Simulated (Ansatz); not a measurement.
Coupled-cluster diagnostics for Tl4Cl3⁺, Ansatz.

Geometry of the singlet (PBE-D4/def2-SVP):

```xyz
7

Tl   -0.683   -1.779   -1.244
Tl    1.961   -1.458    2.159
Tl   -1.204    1.357    1.362
Tl    0.892    2.097   -2.335
Cl   -0.888   -1.575    1.708
Cl   -1.663    1.002   -1.552
Cl    1.586    0.356   -0.099
```

In the def2 sets Tl takes a core potential; there is no spin–orbit coupling. Correlated methods freeze 31 core orbitals; core or outer-core shells of Tl are correlated, in sets that lack core-valence functions. Another isomer (singlet) lies 0.09 eV lower at PBE0-D4/def2-TZVP; other spin states weren't run for this one.

Question: Estimate the CCSD(T) correlation energy, the shares of MP2 and (T), T1 and the reference's ⟨S²⟩ for: charge 1, singlet, own geometry in def2-SVP; and the rough time on 4 threads of Intel Xeon on a shared host.

Answer: 
| state | basis | correlation (eV) | MP2 share (%) | (T) share (%) | T1 | ⟨S²⟩ (pure) | wall time |
| --- | --- | --- | --- | --- | --- | --- | --- |
| charge 1, singlet, own geometry | def2-SVP | -20.528 | 87.2 | 2.8 | 0.010 | 0.00 (0.00) | 54 s |
Customary marks for T1 are 0.02 (closed shells), 0.045 (open shells) and about 0.05 (3d metals). T1 stays under 0.02 throughout.
